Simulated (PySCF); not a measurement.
# Single point on SnCl

State: ²Π (doublet), unpaired electrons π ↑.

An equivalent input (the run itself took its basis sets from the Basis Set Exchange, started from a PBE0 density and held the occupation σ 9α 9β, πx 5α 4β, πy 4α 4β, δx 1α 1β, δy 1α 1β):

```python
from pyscf import gto, scf, cc
mol = gto.M(atom='Sn 0 0 0; Cl 0 0 2.418', basis={'Sn': 'def2-SVPD', 'Cl': 'def2-SVPD'}, ecp={'Sn': 'def2-SVPD'},
            charge=0, spin=1, verbose=4, symmetry='C2v')
mf = scf.UHF(mol)
mf.irrep_nelec = {'A1': (10, 10), 'A2': (1, 1), 'B1': (5, 4), 'B2': (4, 4)}
mf.conv_tol = 1e-9
mf.max_cycle = 60
mf.diis_space = 10
mf.kernel()
mycc = cc.CCSD(mf, frozen=[[0, 1, 2, 3, 4, 5, 6, 7, 8, 58], [0, 1, 2, 3, 4, 5, 6, 7, 8, 58]])
mycc.run(conv_tol=1e-7, conv_tol_normt=1e-5, max_cycle=80, diis_space=8)
et = mycc.ccsd_t()
```

The SCF ended at -672.75906412 hartree. The coupled-cluster part of the log:

```
******** <class 'pyscf.cc.uccsd.UCCSD'> ********
CC2 = 0
CCSD nocc = (11, 10), nmo = (49, 49)
frozen orbitals [[0, 1, 2, 3, 4, 5, 6, 7, 8, 58], [0, 1, 2, 3, 4, 5, 6, 7, 8, 58]]
max_cycle = 80
direct = 0
conv_tol = 1e-07
conv_tol_normt = 1e-05
diis_space = 8
diis_start_cycle = 0
diis_start_energy_diff = 1e+09
Init t2, MP2 energy = -0.217381873660617
Init E_corr(UCCSD) = -0.217381873668004
cycle = 1  E_corr(UCCSD) = -0.232576991179048  dE = -0.0151951175  norm(t1,t2) = 0.0724539
cycle = 2  E_corr(UCCSD) = -0.238329870185385  dE = -0.00575287901  norm(t1,t2) = 0.025717
cycle = 3  E_corr(UCCSD) = -0.239881926829102  dE = -0.00155205664  norm(t1,t2) = 0.0143935
cycle = 4  E_corr(UCCSD) = -0.241035581148576  dE = -0.00115365432  norm(t1,t2) = 0.00578788
cycle = 5  E_corr(UCCSD) = -0.240924749745635  dE = 0.000110831403  norm(t1,t2) = 0.00186827
cycle = 6  E_corr(UCCSD) = -0.240906795337417  dE = 1.79544082e-05  norm(t1,t2) = 0.000591415
cycle = 7  E_corr(UCCSD) = -0.240916740465779  dE = -9.94512836e-06  norm(t1,t2) = 0.000263169
cycle = 8  E_corr(UCCSD) = -0.240917161468871  dE = -4.21003092e-07  norm(t1,t2) = 7.69434e-05
cycle = 9  E_corr(UCCSD) = -0.240915898010535  dE = 1.26345834e-06  norm(t1,t2) = 2.79816e-05
cycle = 10  E_corr(UCCSD) = -0.240915933102641  dE = -3.50921059e-08  norm(t1,t2) = 8.98074e-06
UCCSD converged
E(UCCSD) = -672.9999800575314  E_corr = -0.2409159331026414
UCCSD(T) correction = -0.00765102595749539
```

T1 diagnostic 0.012, D1 0.036, 21 electrons correlated, 1 of the virtual orbitals (those above 20 hartree) left out.

Repeating this along the bond gives Re = 2.437 Å and ωe = 334 cm⁻¹.

A point of this curve took 12 CPU seconds beside 0.19 for the integrals, on Oxide Virtual Turin-like (shared host).

Correlated steps freeze 9 core orbitals. Spin–orbit coupling is left out. The state was picked by a PBE0 search and need not be the measured ground state.
